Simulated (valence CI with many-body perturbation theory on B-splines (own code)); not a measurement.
## Mn XI: E2, M1, M2 decay

Computed by relativistic CI+MBPT: five valence electrons over a frozen Dirac-Fock core [Ne], radial functions for each j: 9 s, 9 p, 8 d, 6 f, 3 g, 1 h, with the one-electron correlation potential Σ1 (screened to all orders), the two-electron term Σ2, the three-electron term Σ3, Breit, model QED; selected single and double excitations, second order for the rest, scaled by the run's own slope (own B-spline code, finite nucleus).

No measured spectrum was set against this ion. As an estimate, levels of excited configurations hold to 0.05 to 0.15 % of their energy, terms of the ground configuration to about 0.5 %. Among the levels kept, up to 660 cm⁻¹ of a level comes from second order outside the variational space, and about a tenth of that is noise between levels of different J, which matters for small intervals.

Lines 1 to 19 of 19 in falling wavelength, among levels below 604200 cm⁻¹, chosen from the decays that carry over 1 % of a level's rate. Wavelengths and rates use the calculated energies, so an error of 200 cm⁻¹ moves a line at 337.2 nm by 0.67 % and its rate by three times that or more. Electric multipoles are in the length gauge, E1 and E2 with the static RPA response of the core. S is in atomic units (e²a₀⁴ for E2 and M2, e²a₀⁶ for E3), for M1 in squared Bohr magnetons. Weak lines are less certain than strong ones. Lines between different terms over intervals too small for the method are left out, as are lines whose strength nearly cancels.

Names give the largest LS component (configuration and term), which can be under half, so a name can repeat, a term be missing and a line seem to break the LS rules; names also repeat where a configuration has a term twice. Letters in brackets count levels of one name in rising energy.

```
λ vac (nm)              Upper                  Lower  Type   A (s⁻¹)  S (a.u.)
      3012    3s2 3p3 2D°_5/2        3s2 3p3 2D°_3/2    M1  3.57e-01  2.17e+00
      1816  3s2 3p2 3d 4F_9/2      3s2 3p2 3d 4F_7/2    M1  4.30e+00  9.55e+00
     337.2    3s2 3p3 2P°_1/2        3s2 3p3 2D°_3/2    M1  4.47e+01  1.27e-01
     323.2    3s2 3p3 2P°_3/2        3s2 3p3 2D°_5/2    M1  4.79e+01  2.39e-01
     291.9    3s2 3p3 2P°_3/2        3s2 3p3 2D°_3/2    M1  1.12e+02  4.12e-01
     291.7  3s2 3p2 3d 2G_9/2      3s2 3p2 3d 4D_7/2    M1  5.01e+00  4.61e-02
     252.4    3s2 3p3 2D°_3/2        3s2 3p3 4S°_3/2    M1  2.76e+01  6.59e-02
     232.9    3s2 3p3 2D°_5/2        3s2 3p3 4S°_3/2    M1  9.53e-01  2.68e-03
     232.9    3s2 3p3 2D°_5/2        3s2 3p3 4S°_3/2    E2  6.83e-02  2.51e-02
     216.0  3s2 3p2 3d 2G_9/2  3s2 3p2 3d 2F_7/2 [a]    M1  3.22e+00  1.20e-02
     195.5  3s2 3p2 3d 2G_9/2      3s2 3p2 3d 4F_9/2    M1  7.22e+01  2.00e-01
     176.5  3s2 3p2 3d 2G_9/2      3s2 3p2 3d 4F_7/2    M1  3.66e+01  7.46e-02
     144.3    3s2 3p3 2P°_1/2        3s2 3p3 4S°_3/2    M1  1.13e+02  2.52e-02
     135.3    3s2 3p3 2P°_3/2        3s2 3p3 4S°_3/2    M1  2.21e+02  8.14e-02
     68.77  3s2 3p2 3d 2G_9/2          3s 3p4 2D_5/2    E2  1.73e+01  2.38e-02
     63.97  3s2 3p2 3d 4F_9/2          3s 3p4 4P_5/2    E2  4.96e+01  4.74e-02
     48.20  3s2 3p2 3d 2G_9/2          3s 3p4 4P_5/2    E2  6.77e+00  1.57e-03
     27.22  3s2 3p2 3d 4F_9/2        3s2 3p3 2D°_5/2    M2  2.97e+01  3.97e-04
     23.89  3s2 3p2 3d 2G_9/2        3s2 3p3 2D°_5/2    M2  5.32e+00  3.70e-05
```
